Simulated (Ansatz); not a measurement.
Input file for Cl₄H₃NSi₂, SMILES `Cl[SiH2]N[Si](Cl)(Cl)Cl`:

```yaml
crystal:
  periodic: [false, false, false]
  atoms:
    - {symbol: Cl, position_ang: [-1.718215, 0.040143, -2.722174]}
    - {symbol: Si, position_ang: [-0.076289, -0.264283, -1.529259]}
    - {symbol: N, position_ang: [-0.578580, 0.167262, 0.071403]}
    - {symbol: Si, position_ang: [0.344350, 0.178494, 1.487685]}
    - {symbol: Cl, position_ang: [0.510095, 2.035944, 2.294128]}
    - {symbol: Cl, position_ang: [-0.442688, -1.021887, 2.925194]}
    - {symbol: Cl, position_ang: [2.191330, -0.497447, 0.965983]}
    - {symbol: H, position_ang: [0.301402, -1.689580, -1.629319]}
    - {symbol: H, position_ang: [1.015702, 0.603669, -2.016901]}
    - {symbol: H, position_ang: [-1.547117, 0.447694, 0.153259]}
basis:
  gaussian: {orbitals: def2-TZVPP}
correlation: {method: ccsd_t}
```

```sh
$ ansatz run in.yaml --threads 2 --pin off --events-out ev --progress --plain --max-ram 32768MiB --backend cuda --devices 0, --max-vram 18GiB
```

The program prints (abridged):

```
Functional definition: HF
1915 factors; integrals over basis functions are off by at most 8.6e-4 eV
mean field evaluation 1: about -67274.7347 eV, gradient 3.9e1 eV
mean field evaluation 2: about -67275.1855 eV, gradient 4.0e1 eV
mean field evaluation 4: about -67278.7346 eV, gradient 3.5e0 eV
mean field evaluation 8: about -67278.7995 eV, gradient 3.0e-1 eV
mean field -67278.79986129 eV, -2472.4502916940 hartree, gradient 4.4e-6 eV, S^2 0.000000; 0 other end points of the search recorded, 0 dependent functions left out
31 core orbitals not correlated: weight in the atoms' cores, before any rotation towards them, 1.000 or more for the frozen orbitals, at most 0.000 for the correlated occupied ones
reference -67278.79986129 eV, -2472.4502916940 hartree; 22, 22 occupied and 272, 272 virtual orbitals, 1915 factors
second order -32.45861019 eV of doubles, -0.00000000 eV of singles
cycle   1  -33.75975856 eV  change    -1.3e0 eV  update   1.1e-1
cycle   2  -34.47859144 eV  change   -7.2e-1 eV  update   3.0e-2
cycle   3  -34.60639907 eV  change   -1.3e-1 eV  update   1.4e-2
cycle   4  -34.59187533 eV  change    1.5e-2 eV  update   2.9e-3
cycle   5  -34.59101790 eV  change    8.6e-4 eV  update   1.1e-3
cycle   6  -34.59100443 eV  change    1.3e-5 eV  update   3.0e-4
cycle   7  -34.59086296 eV  change    1.4e-4 eV  update   1.1e-4
cycle   8  -34.59087344 eV  change   -1.0e-5 eV  update   3.1e-5
perturbative correction -1.50031904 eV, -0.0551357077 hartree
Total energy: -67314.89105377 eV, -2473.7766185540 hartree
```

Run time 6 s (2 threads of an AMD EPYC 7R13 on a shared host and a share of an NVIDIA H100 80 GB); peak host memory 0.84 GiB.

MP2 recovers 89.9 % of the CCSD(T) correlation energy and the triples give 4.2 %; T1 = 0.0092.
